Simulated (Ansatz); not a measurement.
Geometry optimisation, RHF/def2-SVP (Ansatz).

Input:

```yaml
crystal:
  periodic: [false, false, false]
  atoms:
    - { symbol: B, position_ang: [0.15621, -0.48385, -1.37256] }
    - { symbol: S, position_ang: [-0.99042, 0.44289, -0.38399] }
    - { symbol: B, position_ang: [-2.38555, 0.91848, -1.43012] }
    - { symbol: Cl, position_ang: [-2.52989, 0.54721, -3.07639] }
    - { symbol: H, position_ang: [1.14672, -0.89397, -0.91599] }
    - { symbol: H, position_ang: [-0.1378, -0.65149, -2.48739] }
    - { symbol: H, position_ang: [-3.2338, 1.52997, -0.90422] }
basis:
  gaussian: { orbitals: def2-SVP }
hamiltonian:
  xc: hf
relax:
  f_tol: 0.015
  max_steps: 40
```

Launched with:

```bash
$ ansatz run input.yaml --threads 1 --pin off --max-ram 2048MiB --backend cpu --events-out ev --progress --plain --runs-dir out
```

Where does it end, and by what steps?

It converged. After 7 steps the energy has fallen by 0.136 eV; H6 moved furthest, 0.14 Å.

```
step  energy less start (eV)  largest force component (eV/Å)  accepted
   0                  0.0000                           1.736       yes
   1                 -0.1144                           0.774       yes
   2                 -0.1176                           0.433       yes
   3                 -0.1293                           0.377       yes
   4                 -0.1359                           0.029       yes
   5                 -0.1360                           0.018       yes
   6                 -0.1361                           0.016       yes
   7                 -0.1361                           0.004       yes
```

```xyz
7
Properties=species:S:1:pos:R:3
B 0.174 -0.500 -1.404
S -0.992 0.441 -0.378
B -2.409 0.937 -1.409
Cl -2.613 0.567 -3.113
H 1.153 -0.888 -0.843
H -0.027 -0.714 -2.557
H -3.261 1.567 -0.868
```

Whether the end is a true minimum wasn't checked by a vibrational analysis.

The run took 10 s on 1 thread of Arm Neoverse V2, on a shared host, peak memory 0.14 GiB.
